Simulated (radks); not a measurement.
The numbers below are computed, except where a source is named.
Species: the tantalum ion Ta52+. Configuration: [Ar] 3d3 (the NIST ground configuration).

Code: a radial shooting solver on a logarithmic mesh with Libxc functionals. Model: scalar-relativistic Kohn-Sham, Slater X-alpha with alpha = 0.667, spin-unpolarised, spherical densities, point nucleus.

Energy parts (hartree):
total: -13083.9502
kinetic: 14595.2046
electron-nucleus: -29285.5303
Hartree: 1784.5425
exchange: -178.1670

Orbitals (lengths in bohr, moments of r in powers of bohr; <r^-3> diverges for s and p1/2; r(90%) holds 90 % of the orbital's charge):
orbital  occ.  eigenvalue (hartree)  r(90%)       <r^4>  <1/r>  <r^-3>
1s          2             -2599.966  0.0340   6.210e-07  85.40       -
2s          2             -548.2767   0.122  0.00009084  20.08       -
2p          6             -496.4557   0.114  0.00007021  18.25   18970
3s          2             -206.2539   0.283    0.002715  7.885       -
3p          6             -190.8054   0.284    0.002737  7.343    4846
3d          3             -175.4127   0.260    0.001870  6.958   644.1

The highest occupied level is 3d at -4773.2 eV. For comparison, the ionisation energy in NIST's Atomic Spectra Database is 4877 eV (theoretical). In exact Kohn-Sham theory the highest level is minus the ionisation energy, but local and semilocal functionals leave it too shallow, through self-interaction and a potential that decays too fast; potentials with the right tail come closer.

Beside tabulated values, note that spin-unpolarised runs miss the spin-polarisation part of the exchange energy of open shells.
